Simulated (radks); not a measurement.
The niobium ion Nb4+, configuration [Kr] 4d1 (the NIST ground configuration). Calculated with a radial shooting solver on a logarithmic mesh with Libxc functionals: Dirac Kohn-Sham, LDA (Slater exchange, Perdew-Wang correlation), spin-unpolarised, spherical densities, point nucleus; open shells fill j = l - 1/2 first.

Unscreened Slater integrals over Kohn-Sham orbitals (eV). Large and small components are both included. Empty in this configuration: 4d5/2.

\begin{tabular}{lr}
integral & value \\ \hline
F0(4d3/2,4d3/2) & 15.337 \\
F2(4d3/2,4d3/2) & 7.8582 \\
F0(4d3/2,4p3/2) & 17.004 \\
F2(4d3/2,4p3/2) & 8.4989 \\
G1(4d3/2,4p3/2) & 10.639 \\
G3(4d3/2,4p3/2) & 6.5334 \\
F0(4d3/2,4p1/2) & 17.134 \\
G1(4d3/2,4p1/2) & 10.550 \\
F0(4d3/2,4s1/2) & 17.612 \\
G2(4d3/2,4s1/2) & 7.6761 \\
F0(4d3/2,4d5/2) & 15.290 \\
F2(4d3/2,4d5/2) & 7.8358 \\
G2(4d3/2,4d5/2) & 7.8334 \\
G4(4d3/2,4d5/2) & 5.1759 \\
F0(4p3/2,4p3/2) & 19.438 \\
F2(4p3/2,4p3/2) & 10.257 \\
F0(4p3/2,4p1/2) & 19.643 \\
G2(4p3/2,4p1/2) & 10.346 \\
F0(4p3/2,4s1/2) & 20.399 \\
G1(4p3/2,4s1/2) & 13.808 \\
F0(4p3/2,4d5/2) & 16.938 \\
F2(4p3/2,4d5/2) & 8.4477 \\
G1(4p3/2,4d5/2) & 10.553 \\
G3(4p3/2,4d5/2) & 6.4798 \\
F0(4p1/2,4p1/2) & 19.857 \\
F0(4p1/2,4s1/2) & 20.644 \\
G1(4p1/2,4s1/2) & 14.081 \\
F0(4p1/2,4d5/2) & 17.066 \\
G3(4p1/2,4d5/2) & 6.4134 \\
F0(4s1/2,4s1/2) & 21.547 \\
F0(4s1/2,4d5/2) & 17.537 \\
G2(4s1/2,4d5/2) & 7.5885 \\
F0(4d5/2,4d5/2) & 15.244 \\
F2(4d5/2,4d5/2) & 7.8141 \\
F4(4d5/2,4d5/2) & 5.1635 \\
\end{tabular}
